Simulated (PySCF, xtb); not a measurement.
Ligands exchanged one at a time, Si OH-C2H5. Gas-phase values, no solvent. One relaxed conformer stands for each flexible species; it need not be the lowest. Strings in code marks are SMILES.

Quantity: redistribution energy (mixed species minus the weighted end members), in kJ/mol.

Level 1: PBE-D3(BJ)/def2-TZVP // B3LYP-D3(BJ)/def2-SVP (PySCF)
Level 2: B3LYP/3-21G // B3LYP-D3(BJ)/def2-SVP (PySCF)
Level 3: PBE/6-31G* // B3LYP-D3(BJ)/def2-SVP (PySCF)
Level 4: GFN2-xTB (xtb)

| species | level 2 | level 3 | level 4 |
|---|---|---|---|
| 3 of 4 OH replaced by C2H5: `CC[Si](CC)(O)CC` | -15.65 | 3.71 | 3.45 |
| 2 of 4 OH replaced by C2H5: `O[Si](O)(CC)CC` | -20.47 | 2.40 | 3.91 |
| 1 of 4 OH replaced by C2H5: `CC[Si](O)(O)O` | -21.30 | -3.40 | 1.20 |

Problem. What does level 1 give for each, and how far do the other levels lie from it on average?

Solution. 
- 3 of 4 OH replaced by C2H5: `CC[Si](CC)(O)CC`: 8.41
- 2 of 4 OH replaced by C2H5: `O[Si](O)(CC)CC`: 8.74
- 1 of 4 OH replaced by C2H5: `CC[Si](O)(O)O`: 0.88
Mean absolute difference from level 1, which has limits of its own, over these rows (drawn at random from the members that have all these levels): level 2 25.15 kJ/mol, level 3 5.11 kJ/mol, level 4 3.37 kJ/mol.
